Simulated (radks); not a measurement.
The numbers below are computed, except where a source is named.
Coulomb parameter of the 3d shell of neutral cobalt in the model configuration [Ar] 3d5 4s2 4p2, as a second difference U = [E(n + 0.5) + E(n - 0.5) - 2 E(n)] / (0.5)^2 with all orbitals relaxed. "Bare": the charge of the atom changes with n. "Screened": the 4p shell takes up the change at fixed total charge, which measures U(3d,3d) + U(4p,4p) - 2 U(3d,4p). Level of theory: scalar-relativistic Kohn-Sham, PBEsol, spin-unpolarised, spherical densities, finite nucleus; Fermi nuclear charge, rms radius 3.7875 fm (a radial shooting solver on a logarithmic mesh with Libxc functionals).

case                  configuration  E - E(n) (eV)
start              [Ar] 3d5 4s2 4p2          0.000
bare +0.5        [Ar] 3d5.5 4s2 4p2         -9.606
bare -0.5        [Ar] 3d4.5 4s2 4p2         13.382
screened +0.5  [Ar] 3d5.5 4s2 4p1.5         -8.664
screened -0.5  [Ar] 3d4.5 4s2 4p2.5         10.363

U(bare) = 15.105 eV, U(screened by 4p) = 6.798 eV, against the Slater integral F0(3d,3d) = 27.498 eV with frozen orbitals. The step up makes a negative ion, whose loosely bound charge lowers the bare value.
